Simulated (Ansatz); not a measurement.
# Molecular dynamics of BBrF$_{2}$H$_{4}$Si

Input:

```yaml
crystal:
  periodic: [false, false, false]
  atoms:
    - { symbol: B, position_ang: [-0.895286, -0.496655, -0.297743] }
    - { symbol: Br, position_ang: [0.007941, -0.633099, -2.57854] }
    - { symbol: F, position_ang: [-1.007025, -1.75393, 0.113741] }
    - { symbol: F, position_ang: [-1.968346, 0.279759, -0.388655] }
    - { symbol: H, position_ang: [0.266078, -0.106465, -0.940702] }
    - { symbol: Si, position_ang: [0.7082, 0.532272, 0.799942] }
    - { symbol: H, position_ang: [1.964881, -0.25508, 0.862559] }
    - { symbol: H, position_ang: [-0.013772, 0.513223, 2.103994] }
    - { symbol: H, position_ang: [0.937229, 1.919876, 0.325404] }
basis:
  gaussian: { orbitals: def2-SVP }
hamiltonian:
  xc: b3lyp
  dispersion: d4
md:
  timestep: 0.5
  n_steps: 150
  ensemble: nve
  temperature: 300.0
  initial_velocities: maxwell_boltzmann
  seed: 11706
```

Run as:

```bash
$ ansatz run input.yaml --threads 2 --pin off --max-ram 3072MiB --backend cpu --events-out ev --progress --plain --runs-dir out
```

It starts at the highest image of a converged band. Of that band: Neighbouring images differ by up to 1.4 eV, so the band resolves the path poorly. A vibrational analysis at the climbing image gives one clearly imaginary mode, 773i cm⁻¹: a first-order saddle point.

Output, in part (step lines, the closing report, with atoms numbered from 0):

```
md step     0: t =     0.00 fs  T =   300.0 K  F+E_penalty+E_count = -84087.10278379 eV  E_kin = 0.271446 eV  conserved = -84086.83133779 eV  (25 SCF iters)
[... lines left out ...]
Total energy: -84088.18417820 eV, -3090.1837715306 hartree
Atom 0 at    -1.202425    -0.791279    -0.841856 Å, force     1.432722     0.133893    -3.206635 eV/Å
Atom 1 at    -0.157318    -0.684968    -2.523659 Å, force     0.237548     0.133151     0.066226 eV/Å
Atom 2 at    -0.975492    -1.986803    -0.317227 Å, force    -1.461531     1.263989     1.328024 eV/Å
Atom 3 at    -1.992654     0.276819    -0.804090 Å, force    -0.233904    -1.507418     1.828707 eV/Å
Atom 4 at     2.172327     0.192315     0.470198 Å, force     0.595687    -0.299918    -0.244584 eV/Å
Atom 5 at     1.233322     0.899361     1.326530 Å, force    -0.585238     0.246110    -0.188180 eV/Å
Atom 6 at     1.494822     0.649699     2.772026 Å, force    -0.048663     0.057725    -0.055861 eV/Å
Atom 7 at    -0.107374     0.371018     0.915792 Å, force    -0.019818     0.004811     0.270364 eV/Å
Atom 8 at     1.221348     2.346401     0.958826 Å, force     0.083197    -0.032341     0.201938 eV/Å
Dipole moment:    -0.011520     0.060243     0.378263 e Å
```

The steps, from the saved trajectory:

| time (fs) | T (K) | potential energy less start (eV) | conserved less start (meV/atom) |
| --- | --- | --- | --- |
| 0.0 | 300 | 0.000 | 0.00 |
| 2.5 | 211 | 0.081 | 0.08 |
| 5.0 | 156 | 0.131 | 0.11 |
| 7.5 | 221 | 0.072 | 0.03 |
| 10.0 | 175 | 0.114 | 0.06 |
| 12.5 | 148 | 0.138 | 0.12 |
| 15.0 | 295 | 0.005 | 0.02 |
| 17.5 | 346 | -0.041 | 0.07 |
| 20.0 | 444 | -0.129 | 0.12 |
| 22.5 | 721 | -0.381 | 0.01 |
| 25.0 | 887 | -0.531 | 0.02 |
| 27.5 | 988 | -0.622 | 0.08 |
| 30.0 | 1154 | -0.773 | -0.04 |
| 32.5 | 1088 | -0.712 | 0.08 |
| 35.0 | 1103 | -0.725 | 0.09 |
| 37.5 | 1259 | -0.867 | 0.00 |
| 40.0 | 1305 | -0.909 | 0.08 |
| 42.5 | 1446 | -1.037 | 0.03 |
| 45.0 | 1523 | -1.107 | -0.04 |
| 47.5 | 1380 | -0.976 | 0.11 |
| 50.0 | 1444 | -1.034 | 0.10 |
| 52.5 | 1725 | -1.289 | 0.01 |
| 55.0 | 1907 | -1.454 | 0.01 |
| 57.5 | 1977 | -1.517 | 0.04 |
| 60.0 | 1987 | -1.527 | 0.01 |
| 62.5 | 1907 | -1.454 | 0.07 |
| 65.0 | 1905 | -1.452 | 0.04 |
| 67.5 | 1884 | -1.433 | 0.00 |
| 70.0 | 1707 | -1.272 | 0.06 |
| 72.5 | 1555 | -1.135 | 0.08 |
| 75.0 | 1495 | -1.081 | 0.04 |

All steps were run. The conserved energy stayed within 0.13 meV per atom of its start (net change 0.036 meV per atom), so the integration is sound. The system heated up, since it started high on the potential surface and ran downhill. A run of 0.075 ps of so small a system gives no equilibrium averages. The orbitals stay closed-shell, which can raise the energy where a bond breaks towards radicals; this wasn't checked here.

The step under study would form B1–Si6, Br2–H5 and break B1–Br2, H5–Si6. These pairs go: B1–Si6 2.20 → 3.67 Å, Br2–H5 1.74 → 3.89 Å, B1–Br2 2.46 → 1.98 Å, H5–Si6 1.91 → 1.45 Å. In the last frame they stand as before the step (other bonds may differ from the relaxed reactants and products). Also parted: B1–H5 1.38 → 3.75 Å. It ends as BBrF2 + H4Si. Pairs count as bonded within 1.25 times the sum of covalent radii (0.12 Å more for H–H).

Last frame:

```xyz
9
Properties=species:S:1:pos:R:3
B -1.202 -0.791 -0.842
Br -0.157 -0.685 -2.524
F -0.976 -1.987 -0.317
F -1.993 0.277 -0.804
H 2.172 0.192 0.470
Si 1.233 0.899 1.327
H 1.495 0.650 2.772
H -0.107 0.371 0.916
H 1.221 2.346 0.959
```

Time of the run: 8.9 min on 2 threads of Arm Neoverse V1, with other jobs on the host, peak memory 0.27 GiB.
